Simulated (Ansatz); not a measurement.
Geometry optimisation, RKS PBE/def2-SVP (Ansatz).

Input file:

```yaml
crystal:
  periodic: [false, false, false]
  atoms:
    - { symbol: W, position_ang: [0.0, 0.0, 0.0] }
    - { symbol: F, position_ang: [0.0, 0.0, 2.2] }
    - { symbol: F, position_ang: [1.85, 0.0, 0.0] }
    - { symbol: F, position_ang: [0.0, 1.85, 0.0] }
    - { symbol: H, position_ang: [-1.72, 0.0, 0.0] }
    - { symbol: F, position_ang: [0.0, -1.85, 0.0] }
    - { symbol: H, position_ang: [0.0, 0.0, -1.72] }
    - { symbol: P, position_ang: [1.8007, 1.8758, 0.864] }
    - { symbol: H, position_ang: [2.8278, 1.2389, 1.6094] }
    - { symbol: H, position_ang: [2.3703, 2.5373, -0.256] }
    - { symbol: H, position_ang: [0.8703, 0.9066, 2.0588] }
basis:
  gaussian: { orbitals: def2-SVP }
hamiltonian:
  xc: pbe
relax:
  f_tol: 0.15
  max_steps: 25
  restrain:
    - { distance: [0, 7], at: 3.64, k: 30.0 }
    - { distance: [10, 1], at: 2.12, k: 30.0 }
    - { distance: [0, 1], at: 1.85, k: 30.0 }
    - { distance: [10, 7], at: 1.42, k: 30.0 }
output:
  orbitals: {}
```

Run as:

```bash
$ ansatz run input.yaml --threads 4 --pin off --max-ram 5120MiB --backend cpu --events-out ev --progress --plain --runs-dir out
```

Task: Where does it end, and by what steps?

Result: The forces met the threshold. The restraints hold the end off the free minimum; the threshold counts their pulls, which the force column leaves out. Restrained pairs: W1–P8 (2.74 → 3.64 Å), F2–H11 (1.26 → 2.13 Å), W1–F2 (2.20 → 1.87 Å), P8–H11 (1.80 → 1.43 Å). After 16 steps the energy has fallen by 7.142 eV (the restraints' own energy left out); F3 moved furthest, 1.37 Å.

```
step  energy less start (eV)  largest force component (eV/Å)  accepted
   0                  0.0000                           6.307       yes
   1                 -1.4320                           3.600       yes
   2                 -1.8537                           2.773       yes
   3                 -2.6121                           3.668       yes
   4                 -3.8549                           2.804       yes
   5                 -5.0881                           2.578       yes
   6                 -6.0658                           1.207       yes
   7                 -6.4232                           1.273       yes
   8                 -6.6589                           1.177       yes
   9                 -6.8063                           1.089       yes
  10                 -6.8657                           1.014       yes
  11                 -6.9191                           0.821       yes
  12                 -6.9730                           1.354       yes
  13                 -7.0179                           1.237       yes
  14                 -7.1121                           0.535       yes
  15                 -7.1202                           0.595       yes
  16                 -7.1416                           0.482       yes
```

```xyz
11
Properties=species:S:1:pos:R:3
W 0.013 0.121 -0.106
F -0.796 0.677 1.482
F 1.450 -0.036 -1.308
F -0.283 1.906 -0.628
H -1.237 -1.010 -0.030
F 0.897 -1.277 0.790
H -0.853 -0.135 -1.530
P 2.454 1.906 1.925
H 2.960 0.611 1.552
H 2.294 2.335 0.561
H 1.101 1.460 2.048
```

The run took 54 s on 4 threads of Arm Neoverse V1, on a shared host, peak memory 0.31 GiB.
